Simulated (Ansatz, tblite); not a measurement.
Cost and result up the ladder for mer-CoF3(H2O)3 (CoO₃F₃H₆) (13 atoms). Total charge 0; singlet. Geometry: r2SCAN-D4/def2-SVP.

Cartesian coordinates in Å:
```
Co -0.041 -0.162 -0.082
F 0.614 -1.556 0.853
F -0.587 1.410 -0.893
F -1.356 -1.143 -0.778
O 1.358 1.044 0.583
H 1.259 1.171 1.540
H 0.937 1.815 0.140
O 1.082 -0.927 -1.440
H 0.350 -1.363 -1.925
H 1.344 -1.612 -0.768
O -1.357 0.450 1.200
H -1.995 -0.273 1.030
H -1.607 1.148 0.540
```

Ansatz on 4 threads of Intel Xeon Platinum 8488C on a shared host; xTB runs through tblite on one thread. Times are rough, summed over both states, and most runs start from the orbitals of an earlier one. ωB97X-V/def2-TZVP serves as the yardstick here, not as an exact answer. The other state is a quintet at its own geometry.

The xTB rows come from tblite. LC-ωPBE has ω = 0.4 bohr⁻¹. B3LYP takes the VWN-RPA correlation. The name describes the singlet; other states may take another shape.

Run but left out: HF/STO-3G, BHLYP-D4/def2-TZVP (singlet: restricted singlet, unstable in another Hartree–Fock run and untested here); HF/def2-TZVP, MP2/def2-TZVP (singlet: restricted singlet, unstable towards broken spin symmetry).

xTB has no spin-polarisation term.

```json
{"level": "GFN2-xTB", "functions": "39", "wall time": "0.017 s", "quintet − singlet (eV)": "2.58", "difference from ωB97X-V/def2-TZVP (eV)": "2.72"}
{"level": "GFN1-xTB", "functions": "45", "wall time": "0.024 s", "quintet − singlet (eV)": "2.86", "difference from ωB97X-V/def2-TZVP (eV)": "3.00"}
{"level": "revPBE-D4/def2-TZVP", "functions": "267", "wall time": "8.2 s", "quintet − singlet (eV)": "-0.01", "difference from ωB97X-V/def2-TZVP (eV)": "0.13"}
{"level": "PBE-D4/def2-TZVP (with forces)", "functions": "267", "wall time": "9 s", "quintet − singlet (eV)": "0.14", "difference from ωB97X-V/def2-TZVP (eV)": "0.29"}
{"level": "r2SCAN-D4/def2-TZVP", "functions": "267", "wall time": "14 s", "quintet − singlet (eV)": "-0.08", "difference from ωB97X-V/def2-TZVP (eV)": "0.07"}
{"level": "LC-ωPBE/def2-TZVP", "functions": "267", "wall time": "21 s", "quintet − singlet (eV)": "-0.09", "difference from ωB97X-V/def2-TZVP (eV)": "0.06"}
{"level": "B3LYP-D4/def2-TZVP", "functions": "267", "wall time": "28 s", "quintet − singlet (eV)": "-0.16", "difference from ωB97X-V/def2-TZVP (eV)": "-0.02"}
{"level": "PBE0-D4/def2-TZVP (with forces)", "functions": "267", "wall time": "34 s", "quintet − singlet (eV)": "-0.40", "difference from ωB97X-V/def2-TZVP (eV)": "-0.26"}
{"level": "ωB97X-V/def2-TZVP", "functions": "267", "wall time": "62 s", "quintet − singlet (eV)": "-0.14", "difference from ωB97X-V/def2-TZVP (eV)": "0.00"}
```
